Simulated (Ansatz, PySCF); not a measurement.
Dissociation curve of SiLi (anion, charge -1), lowest singlet found (which spin is the ground state isn't settled by this scan).

- FCI = full CI/aug-cc-pVDZ, frozen core (Ansatz, a quantum-chemistry and plane-wave program)
- RKS-B3LYP/6-31G* = restricted B3LYP/6-31G*, spherical d in PySCF
- RHF/aug-cc-pVDZ (Ansatz)

Total energies in hartree (comparable only within one method and basis):

```
R / Å         FCI  RKS-B3LYP/6-31G*         RHF
-----  ----------  ----------------  ----------
1.73   -296.32969        -296.83047  -296.18745
1.86   -296.35632        -296.84888  -296.20804
1.97   -296.37798        -296.85761  -296.23088
2.07   -296.39181        -296.86164  -296.24526
2.16   -296.40060        -296.86292  -296.25418
2.26   -296.40722        -296.86243  -296.26063
2.35   -296.41102        -296.90977  -296.26403
2.41   -296.41265        -296.91086  -296.26531
2.47   -296.41370        -296.91136  -296.26596
2.56   -296.41438        -296.91124  -296.26599
2.72   -296.41368        -296.90917  -296.26419
2.83   -296.41225        -296.90687  -296.26216
2.99   -296.40937        -296.90282  -296.25871
3.20   -296.40487        -296.89704  -296.25397
3.48   -296.39860        -296.88951  -296.24805
3.80   -296.39187        -296.88196  -296.24221
4.25   -296.38386        -296.87365  -296.23572
4.70   -296.37764        -296.86769  -296.23092
5.28            —        -296.86254  -296.22657
6.02            —        -296.85866  -296.22302
6.92            —        -296.85633  -296.22050
8.09            —        -296.85544  -296.21877
```

A dash means that the run gave no value there, or that the column was ended at a point which the program doubted or which failed a test of continuity chosen for this set; such a test can also cut sound points.

Where the anion isn't bound against loss of the electron, the finite basis alone holds it. Also computed but left out beside FCI, since their determinant holds another spin at the minimum (<S²> over 0.7 above the pure value): UHF, UMP2, UCCSD, UCCSD(T), UCCSDT, UCCSDT(Q), UKS-BLYP, UKS-PBE0, UKS-PBE, UKS-B3LYP/6-31G*, UHF/3-21G, UHF/LANL2DZ, UHF/6-31G*. The restricted form behind RKS-B3LYP/6-31G*, RHF keeps the bonding electrons paired and can't separate into open-shell fragments.
